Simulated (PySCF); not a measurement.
## Dipole response of Al⁻ (aluminium, charge -1)

[Ne] 3s2 3p2, high-spin 3P determinant. Computed with PySCF 2.14 in aug-cc-pV(T+d)Z with one added diffuse shell each of s, p, d, f type (7s6p5d3f, 71 functions), with the non-relativistic Hamiltonian (point nucleus). Coupled (time-dependent) response in atomic units; α is the mean over directions.

| method | mean α (bohr³) | α xx, yy, zz | C₆ (like pair) | S(−4) |
| --- | --- | --- | --- | --- |
| UHF | 522.0 | 255.0, 655.5, 655.5 | 10020 | 354000 |

S(−4) is the Cauchy moment in α(ω) = α(0) + S(−4) ω² + …

α(iu) at UHF:

| u (hartree) | α(iu) (bohr³) |
| --- | --- |
| 0 | 522.0 |
| 0.0500 | 244.9 |
| 0.100 | 125.4 |
| 0.200 | 54.20 |
| 0.300 | 30.32 |
| 0.500 | 13.25 |
| 0.750 | 6.515 |
| 1.00 | 3.893 |
| 1.50 | 1.903 |
| 2.00 | 1.167 |
| 3.00 | 0.6068 |
| 5.00 | 0.2736 |

A single London oscillator, α(iu) = α/(1 + u²/ω²), gives C₆ = (3/4) ω α². Matching the computed C₆ needs ω = 4 × 10020 / (3 × 522.0²) = 0.0490 hartree.

For an ion, C₆ is the dispersion term alone; charge-induced terms of lower order in 1/R come first.

The components differ because the open shell of this determinant is not spherical; for a pure term their mean is the scalar polarisability.
